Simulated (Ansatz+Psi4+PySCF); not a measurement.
Values are calculated unless marked as measured or tabulated.
Input for Ansatz (development build ahead of 0.2.0):

```yaml
crystal:
  periodic: [false, false, false]
  atoms:
    - { symbol: Mg, position_ang: [0.0, 0.0, 0.0] }
basis:
  gaussian: { orbitals: cc-pCVTZ }
total_charge: 1
magnetization:
  spin_polarized: true
  initial_magnetization: 1
hamiltonian:
  xc: hf
correlation:
  method: mp2
  frozen_orbitals: { Mg: 1 }
scf:
  omitted_lower_state_checks: [stability, starts, atomic_configurations, cluster_reference, orbital_swaps, given_window_search, neighbouring_geometries, increment]
```

The input is written out in the form of the current development build from the run's settings.

Results

* Converged: yes
* Reference energy: -199.37057 hartree
* Correlation energy: -0.26180 hartree
* Total energy: -199.63237 hartree
* Spin squared of the determinant: 0.750
* Occupied orbitals by symmetry in an Abelian subgroup (alpha; beta): 3 Ag 1 B1u 1 B2u 1 B3u; 2 Ag 1 B1u 1 B2u 1 B3u
